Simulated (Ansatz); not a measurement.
`[I][Al]1[CH2][CH2]1`, charge 0, multiplicity 1.

(1) Give a relaxed structure at PBE0-D4/def2-TZVP (Ansatz 0.2.0). (An estimate is asked.)

Answers

(1) The calculation gave: 
Z-matrix (Å, degrees):
```
C
Al 1 1.893
C 1 1.605 2 64.9
H 1 1.089 2 122.4 3 -104.0
H 1 1.089 2 122.4 3 104.0
I 2 2.448 1 154.9 3 180.0
H 3 1.089 1 114.4 2 -116.0
H 3 1.089 1 114.3 2 115.9
```
Point group C2v.
